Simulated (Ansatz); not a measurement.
Basis-set series for `[NH2][Y]([F])[F]`. The species carries charge 0 and has multiplicity 1. Y takes the def2 core potential. The geometry is a stationary point of PBE0-D4/def2-TZVP. It is one conformer, not always the lowest.

```json
{"functional": "PBE0-D4", "basis": "def2-TZVPP", "functions": "177", "energy (Eh)": "-294.03361", "HOMO (eV)": "-7.20", "LUMO (eV)": "-1.88"}
{"functional": "PBE0-D4", "basis": "def2-QZVPP", "functions": "312", "energy (Eh)": "-294.05222", "HOMO (eV)": "-7.21", "LUMO (eV)": "-1.87"}
{"functional": "ωB97M-V", "basis": "def2-TZVPP", "functions": "177", "energy (Eh)": "-294.15536", "HOMO (eV)": "-9.54", "LUMO (eV)": "-0.61"}
{"functional": "ωB97M-V", "basis": "def2-QZVPP", "functions": "312", "energy (Eh)": "-294.17297", "HOMO (eV)": "-9.56", "LUMO (eV)": "-0.64"}
```

(1) Give the rows for def2-SVP. (Estimate.)

Answers

(1) The calculation gave: 
| functional | basis | functions | energy (Eh) | HOMO (eV) | LUMO (eV) |
| --- | --- | --- | --- | --- | --- |
| PBE0-D4 | def2-SVP | 83 | -293.70998 | -7.02 | -1.81 |
| ωB97M-V | def2-SVP | 83 | -293.82403 | -9.34 | -0.45 |

All numbers were calculated with Ansatz.
